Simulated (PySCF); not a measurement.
## Worked example: chemical shift, span and skew from a shielding tensor

B(Cl)(H)(SMe) (CH4BClS), SMILES ClBSC. Atoms are numbered in the order given.

```xyz
8

B     -0.5856     0.3990     0.0000
Cl    -0.0216     2.0678     0.0000
H     -1.7663     0.1770     0.0000
S      0.6100    -0.9182     0.0000
C     -0.4565    -2.4123     0.0000
H     -1.0853    -2.4388     0.8993
H      0.2123    -3.2829     0.0000
H     -1.0853    -2.4388    -0.8993
```

Geometry optimised at B3LYP-D3(BJ)/def2-SVP. The values are those of a single conformer.

GIAO shieldings from B3LYP/pcSseg-1 (PySCF), non-relativistic, no solvent. The symmetric part of the tensor of C5 has the principal values 142.8, 153.0, 183.4 ppm. The same nucleus in TMS has σ = 181.3 ppm at this level (PySCF, at its B3LYP-D3(BJ)/def2-TZVP geometry). Without spin–orbit terms, shifts of atoms bonded to Cl or Br come out too high.

### Question
Work out the isotropic shielding, the ¹³C shift against TMS, the span and the skew.

### Answer

σ(iso) = (σ11 + σ22 + σ33)/3 = 159.7 ppm. δ = σ(ref) − σ(iso) = 181.3 − (159.7) = 21.6 ppm.
Span Ω = σ33 − σ11 = 40.6 ppm. Skew κ = 3(σ(iso) − σ22)/Ω = 0.50. Tumbling in solution averages the tensor to δ; in a static solid the shielding alone would spread this spin-1/2 line over Ω.
